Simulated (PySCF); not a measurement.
Bromoacetonitrile, C2H2BrN.
Numbering: `[N:1]#[C:2][CH2:3][Br:4]` (hydrogens: H5, H6 on C3)

Method: PySCF, PBE0-D3(BJ)/def2-SVP geometry optimisation, gas phase.

**Question.** What internal coordinates does the optimisation give?

**Answer.** 
| bond | length (Å) |
| --- | --- |
| N1≡C2 | 1.157 |
| C2–C3 | 1.450 |
| C3–Br4 | 1.940 |
| C3–H5, C3–H6 | 1.098 |

Bonds in one row agree within 0.01 Å and their mean is given. A selection of angles:
| angle | degrees |
| --- | --- |
| N1–C2–C3 | 179.3 |
| C2–C3–Br4 | 112.0 |
| C2–C3–H5 | 110.3 |
| Br4–C3–H5 | 107.4 |
| H5–C3–H6 | 109.3 |

The 4 heavy atoms lie in one plane (0.000 Å rms).

Point group: Cs (tolerance 0.08 Å). Not checked by PBE0-D3(BJ)/def2-SVP frequencies.

Time: 17 s; peak memory 0.35 GiB. Hardware: an Arm Neoverse V1 with one thread, shared host. This is the geometry optimisation.
